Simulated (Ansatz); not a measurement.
Basis-set extrapolation for `CB/C=C/O` (PBE0-D4/def2-TZVP geometry, frozen core, the Gaussian-basis code of Ansatz). Multiplicity 1, RHF reference.

```csv
,def2-TZVPP,def2-QZVPP
HF,-217.295803,-217.306028
MP2 correlation,-0.836260,-0.893624
CCSD(T) correlation,-0.912732,not run
```

Energies in hartree. Use E(X) = E(∞) + A·exp(−7.88·√X) for Hartree–Fock and E(X) = E(∞) + B·X^(−2.97) for correlation, with X = 3 and 4, and add CCSD(T) minus MP2 of the smaller set to the MP2 limit.

Question: What is the CCSD(T) energy at the basis-set limit?

Answer: HF limit: -217.306028 + (-0.010225) × 0.13774 = -217.30744. MP2 limit: -0.893624 + (-0.057364) × 0.74074 = -0.93612. Higher-order term: -0.912732 − (-0.836260) = -0.07647. Total: -218.32003 hartree, 70.0 kcal/mol below CCSD(T)/def2-TZVPP.
